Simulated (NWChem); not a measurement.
Program: NWChem. System: MgO, charge 0, spin multiplicity 1, at a geometry optimised with PBE0/def2-SVP. The structure started from a generated list of species. Level: B3LYP/6-311G** (spherical d), VWN1-RPA local correlation.

Job file:

```
start mol
memory heap 200 mb stack 900 mb global 1100 mb
geometry units angstroms nocenter noautoz
  Mg     0.000000     0.000000     0.699045
  O      0.000000     0.000000    -1.048568
  symmetry group C2v
end
basis spherical
  * library 6-311g**
end
dft
  xc b3lyp
  semidirect memsize 60000000 filesize 0
  iterations 100
end
task dft energy
```

Part of the output:

```
             Northwest Computational Chemistry Package (NWChem) 7.3.0
             --------------------------------------------------------

                                NWChem Input Module
                                -------------------

 Scaling coordinates for geometry "geometry" by  1.889725989
 (inverse scale =  0.529177249)

 Turning off AUTOSYM since
 SYMMETRY directive was detected!

                             Geometry "geometry" -> ""
                             -------------------------

 Output coordinates in angstroms (scale by  1.889725989 to convert to a.u.)

  No.       Tag          Charge          X              Y              Z
 ---- ---------------- ---------- -------------- -------------- --------------
    1 Mg                  12.0000     0.00000000     0.00000000     0.69904500
    2 O                    8.0000     0.00000000     0.00000000    -1.04856800

 Effective nuclear repulsion energy (a.u.)      29.0688017908

            Nuclear Dipole moment (a.u.)
            ----------------------------
        X                 Y               Z
 ---------------- ---------------- ----------------
     0.0000000000     0.0000000000    -0.0000075589

      Symmetry information
      --------------------

 Group name             C2v
 Group number             16
 Group order               4
 No. of unique centers     2

      Symmetry unique atoms

     1    2


 Summary of "ao basis" -> "" (spherical)
 ------------------------------------------------------------------------------
       Tag                 Description            Shells   Functions and Types
 ---------------- ------------------------------  ------  ---------------------
 *                          6-311g**                  on all atoms

                                 NWChem DFT Module
                                 -----------------

 Summary of "ao basis" -> "ao basis" (spherical)
 ------------------------------------------------------------------------------
       Tag                 Description            Shells   Functions and Types
 ---------------- ------------------------------  ------  ---------------------
[...]
    14      0.072030  1 Mg py                11     -0.052925  1 Mg py
     8     -0.038383  1 Mg py

 Vector   10  Occ=2.000000D+00  E=-2.157467D-01  Symmetry=b1
              MO Center= -1.9D-14,  6.7D-30, -9.0D-01, r^2= 1.1D+00
   Bfn.  Coefficient  Atom+Function         Bfn.  Coefficient  Atom+Function
  ----- ------------  ---------------      ----- ------------  ---------------
    37      0.414283  2 O  px                33      0.395124  2 O  px
    29      0.282774  2 O  px                16      0.132538  1 Mg px
    19      0.082853  1 Mg px                25      0.072798  1 Mg d  1
    13      0.072030  1 Mg px                10     -0.052925  1 Mg px
     7     -0.038383  1 Mg px

 Vector   11  Occ=0.000000D+00  E=-1.394967D-01  Symmetry=a1
              MO Center= -5.0D-15,  2.3D-14,  8.9D-01, r^2= 3.9D+00
   Bfn.  Coefficient  Atom+Function         Bfn.  Coefficient  Atom+Function
  ----- ------------  ---------------      ----- ------------  ---------------
     6      0.499113  1 Mg s                  5      0.308178  1 Mg s
    18      0.286990  1 Mg pz                39     -0.263656  2 O  pz
    35     -0.237278  2 O  pz                31     -0.168182  2 O  pz
    15      0.131246  1 Mg pz                 4     -0.126156  1 Mg s
    12     -0.107997  1 Mg pz                21      0.086071  1 Mg pz

 Vector   12  Occ=0.000000D+00  E=-1.922475D-02  Symmetry=b2
              MO Center= -6.8D-16, -4.5D-14,  8.2D-01, r^2= 6.8D+00
   Bfn.  Coefficient  Atom+Function         Bfn.  Coefficient  Atom+Function
  ----- ------------  ---------------      ----- ------------  ---------------
    20      0.675811  1 Mg py                17      0.280526  1 Mg py
    38     -0.188436  2 O  py                23      0.153933  1 Mg d -1
    14      0.142242  1 Mg py                34     -0.131076  2 O  py
    30     -0.101383  2 O  py                11     -0.090586  1 Mg py
     8     -0.064590  1 Mg py

 Vector   13  Occ=0.000000D+00  E=-1.922474D-02  Symmetry=b1
              MO Center=  3.0D-14,  1.6D-16,  8.2D-01, r^2= 6.8D+00
   Bfn.  Coefficient  Atom+Function         Bfn.  Coefficient  Atom+Function
  ----- ------------  ---------------      ----- ------------  ---------------
    19      0.675811  1 Mg px                16      0.280527  1 Mg px
    37     -0.188436  2 O  px                25     -0.153933  1 Mg d  1
    13      0.142242  1 Mg px                33     -0.131076  2 O  px
    29     -0.101383  2 O  px                10     -0.090586  1 Mg px
     7     -0.064590  1 Mg px

 center of mass
 --------------
 x =   0.00000000 y =   0.00000000 z =  -0.00024241

 moments of inertia (a.u.)
 ------------------
         104.656981808976           0.000000000000           0.000000000000
           0.000000000000         104.656981808976           0.000000000000
           0.000000000000           0.000000000000           0.000000000000

     Multipole analysis of the density
     ---------------------------------

     L   x y z        total         alpha         beta         nuclear
     -   - - -        -----         -----         ----         -------
     0   0 0 0     -0.000000    -10.000000    -10.000000     20.000000

     1   1 0 0     -0.000000     -0.000000     -0.000000      0.000000
     1   0 1 0     -0.000000     -0.000000     -0.000000      0.000000
     1   0 0 1      2.611477      1.305742      1.305742     -0.000008

     2   2 0 0    -10.953143     -5.476572     -5.476572      0.000000
     2   1 1 0     -0.000000     -0.000000     -0.000000      0.000000
     2   1 0 1      0.000000      0.000000      0.000000      0.000000
     2   0 2 0    -10.953144     -5.476572     -5.476572      0.000000
     2   0 1 1      0.000000      0.000000      0.000000      0.000000
     2   0 0 2    -10.771241    -31.561389    -31.561389     52.351538

 Task  times  cpu:        0.6s     wall:        0.6s

 Total times  cpu:        0.7s     wall:        0.7s
```
